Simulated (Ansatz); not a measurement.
Reaction (hydrogenolysis of the Sn–F bond): `FC[SiH2][SnH2][F]` + H₂ → `FC[SiH2][SnH3]` + H–F

Computed with Ansatz on PBE0-D4/def2-TZVP structures; ΔE is electronic, products minus reactants. CCSD(T)/CBS adds triple-zeta CCSD(T) − MP2 to the extrapolated MP2 energy (def2 sets, frozen cores). This one scheme is used for every species. Functionals use def2-TZVPP. def2 core potentials past Kr. For Sn outer-core shells are correlated without core-valence functions, which leaves a few kJ/mol of doubt a bond. Each species was taken in one conformer, which may not be the lowest.

| level | ΔE (kJ/mol) |
| --- | --- |
| PBE0-D4 | 24.5 |
| HF/def2-TZVPP | 26.8 |

(1) What does CCSD(T)/CBS give? (Estimate.)

Largest T1 diagnostic among the species: 0.013.

## Answers

(1) Ansatz gave: +30.2 kJ/mol. The listed levels differ from it by -5.7, -3.4 kJ/mol.

From PBE to PBE0 (25 % exact exchange), in def2-TZVPP and without D4, ΔE moves by −9.7 kJ/mol.
